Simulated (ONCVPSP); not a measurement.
## PBEsol ONCV dataset for C, scalar-relativistic all-electron reference.

The input file (ONCVPSP 4.0.1):

```
# ATOM AND REFERENCE CONFIGURATION
# atsym  z   nc   nv     iexc    psfile
  C 6.00    1    2  -116133      upf
#
#   n    l    f
    1    0    2.00
    2    0    1.75
    2    1    2.25
#
# PSEUDOPOTENTIAL AND OPTIMIZATION
# lmax
    1
#
#   l,   rc,      ep,       ncon, nbas, qcut
    0    1.00    0.00    4    8    7.30
    1    2.40    0.00    4    7    5.30
#
# LOCAL POTENTIAL
# lloc, lpopt,  rc(5),   dvloc0
    4    5    0.65    4.00
#
# VANDERBILT-KLEINMAN-BYLANDER PROJECTORs
# l, nproj, debl
    0    2    0.70
    1    2    1.40
#
# MODEL CORE CHARGE
# icmod, fcfact, rcfact
    1    0.75    0.00
#
# LOG DERIVATIVE ANALYSIS
# epsh1, epsh2, depsh
   -2.00    5.00    0.02
#
# OUTPUT GRID
# rlmax, drl
    6.00    0.01
#
# TEST CONFIGURATIONS
# ncnf
    4
# nvcnf
#   n    l    f
    2
    2    0    2.00
    2    1    2.00
#
    2
    2    0    2.00
    2    1    1.00
#
    2
    2    0    2.00
    2    1    0.00
#
    2
    2    0    2.00
    2    1    1.50
#
```

Command:

```bash
oncvpsp.x < C.dat > C.out
```

Output (shortened: citation, most of the input echo, consistency checks and plot data are left out):

```
ONCVPSP  (Optimized Norm-Conservinng Vanderbilt PSeudopotential)
scalar-relativistic version 4.0.1

#   n    l    f        energy (Ha)
    1    0    2.00    -1.0006527E+01
    2    0    1.75    -5.0598182E-01
    2    1    2.25    -1.9651390E-01

Reference configufation results
  iterations    25
  all-electron total energy (Ha)   -3.75160197D+01

Begin loop to  construct optimized pseudo wave functions
and semi-local pseudopoentials for all angular momenta

   Wellstate for l =  0  n =  3
     eigenvalue =   0.1940
     asymptotic potential =   0.6940
     half-point radius =  6.3522

Calculating optimized projector #   1

 for l=   0

    Fraction of norm inside rc  0.204167
    Optimizing pswf for qcut=   7.31 a_B^-1,  ecut=  26.72 Ha
    Residual kinetic energy error=  8.44D-05 Ha

    Energy error per electron        Cutoff
         Ha          eV             Ha
         0.01000     0.27211       13.19
         0.00100     0.02721       20.39
         0.00010     0.00272       26.42
         0.00001     0.00027       54.89

Calculating optimized projector #   2

 for l=   0

    Fraction of norm inside rc  0.044297
    Optimizing pswf for qcut=   7.31 a_B^-1,  ecut=  26.72 Ha
    Residual kinetic energy error=  6.54D-05 Ha

    Energy error per electron        Cutoff
         Ha          eV             Ha
         0.01000     0.27211        7.80
         0.00100     0.02721       16.40
         0.00010     0.00272       23.83
         0.00001     0.00027      176.73

   Wellstate for l =  1  n =  4
     eigenvalue =   1.2035
     asymptotic potential =   1.7035
     half-point radius =  4.7775

Calculating optimized projector #   1

 for l=   1

    Fraction of norm inside rc  0.779034
    Optimizing pswf for qcut=   5.30 a_B^-1,  ecut=  14.06 Ha
    Residual kinetic energy error=  7.56D-06 Ha

    Energy error per electron        Cutoff
         Ha          eV             Ha
         0.01000     0.27211        7.74
         0.00100     0.02721       10.27
         0.00010     0.00272       12.11
         0.00001     0.00027       14.39

Calculating optimized projector #   2

 for l=   1

    Fraction of norm inside rc  0.230539
    Optimizing pswf for qcut=   5.30 a_B^-1,  ecut=  14.06 Ha
    Residual kinetic energy error=  1.72D-04 Ha

    Energy error per electron        Cutoff
         Ha          eV             Ha
         0.01000     0.27211        9.41
         0.00100     0.02721       12.16
         0.00010     0.00272       15.06
         0.00001     0.00027       32.79

Construct Vanderbilt / Kleinmman-Bylander projectors

B matrix Hermiticity error, ll=   0
   1   2    1.5690E-05

  Orthonormal projector coefficients  1.6117E+01  4.7505E+00

B matrix Hermiticity error, ll=   1
   1   2   -2.7165E-05

  Orthonormal projector coefficients -2.1997E+00 -8.3354E-01

Model core correction analysis
  based on d2Exc/dn_idn_j

d2excae - all-electron derivatives

   -4.863171D-02   -4.002160D-02
   -4.042399D-02   -3.571429D-02

d2excps - pseudofunction derivatives with no core correction

   -4.860992D-02   -4.188750D-02
   -4.228843D-02   -3.671992D-02

rms 2nd derivative error    1.411514E-03

Polynomial model core charge

d2excps - pseudofunction derivatives with core correction

   -4.766466D-02   -4.130679D-02
   -4.170731D-02   -3.633212D-02

rms 2nd derivative error    1.074191E-03

Pseudoatom total energy   -5.217968

Diagnostic tests using Vanderbilt-Kleinman-Bylander pseudopotentials
  1 or more projectors used as specified by nproj input data

   l    rcore       rmatch      e in        delta e   norm test  slope test

   0   1.0028271   1.0332751  -0.5059818  -0.0000032   1.0000251   1.0000097
   0   1.0028271   1.0332751   0.1940182   0.0000108   1.0001156   1.0001156

   1   2.4017691   2.4746921  -0.1965139  -0.0000005   1.0000144   1.0000181
   1   2.4017691   2.4746921   1.2034861   0.0000080   1.0000363   1.0000363

 Testing for bound ghosts
   n   l    E NL Schr. Eq   E Basis Diag.   E Cutoff

   1   0       -0.505985       -0.426835    258.55

   2   1       -0.196514       -0.195948     38.53

 Testing for highly-localized positive-energy ghosts
       l    <radius>/rc     E Basis Diag.   E Cutoff

Test configuration 0

   n   l     f        eae           eps        diff
   1   0  2.0000  -10.00652678
   2   0  1.7500   -0.50598182   -0.50598505   -3.23D-06
   2   1  2.2500   -0.19651390   -0.19651442   -5.25D-07

    Total energies and differences
      AE_ref= -3.75160197D+01  AE_tst= -3.75160197D+01  dif=  0.00D+00
      PS_ref= -5.21796792D+00  PS_tst= -5.21796792D+00  dif=  2.66D-15
      PSP excitation error= -2.66D-15

Test configuration 1

   n   l     f        eae           eps        diff
   1   0  2.0000   -9.99747441
   2   0  2.0000   -0.50156560   -0.50089608    6.70D-04
   2   1  2.0000   -0.19233060   -0.19190664    4.24D-04

    Total energies and differences
      AE_ref= -3.75160197D+01  AE_tst= -3.75933575D+01  dif= -7.73D-02
      PS_ref= -5.21796792D+00  PS_tst= -5.29527596D+00  dif= -7.73D-02
      PSP excitation error= -2.97D-05

Test configuration 2

   n   l     f        eae           eps        diff
   1   0  2.0000  -10.54785737
   2   0  2.0000   -0.94151944   -0.93700476    4.51D-03
   2   1  1.0000   -0.62131130   -0.61284293    8.47D-03

    Total energies and differences
      AE_ref= -3.75160197D+01  AE_tst= -3.71968820D+01  dif=  3.19D-01
      PS_ref= -5.21796792D+00  PS_tst= -4.90217530D+00  dif=  3.16D-01
      PSP excitation error=  3.35D-03

Test configuration 3

   n   l     f        eae           eps        diff
   1   0  2.0000  -11.28617539
   2   0  2.0000   -1.47651988   -1.45724251    1.93D-02

    Total energies and differences
      AE_ref= -3.75160197D+01  AE_tst= -3.63142155D+01  dif=  1.20D+00
      PS_ref= -5.21796792D+00  PS_tst= -4.03914068D+00  dif=  1.18D+00
      PSP excitation error=  2.30D-02

Test configuration 4

   n   l     f        eae           eps        diff
   1   0  2.0000  -10.24752781
   2   0  2.0000   -0.70771968   -0.70602349    1.70D-03
   2   1  1.5000   -0.39134067   -0.38848633    2.85D-03

    Total energies and differences
      AE_ref= -3.75160197D+01  AE_tst= -3.74488371D+01  dif=  6.72D-02
      PS_ref= -5.21796792D+00  PS_tst= -5.15146668D+00  dif=  6.65D-02
      PSP excitation error=  6.81D-04
```

The run took about 3.5 s on one core of a shared server CPU.
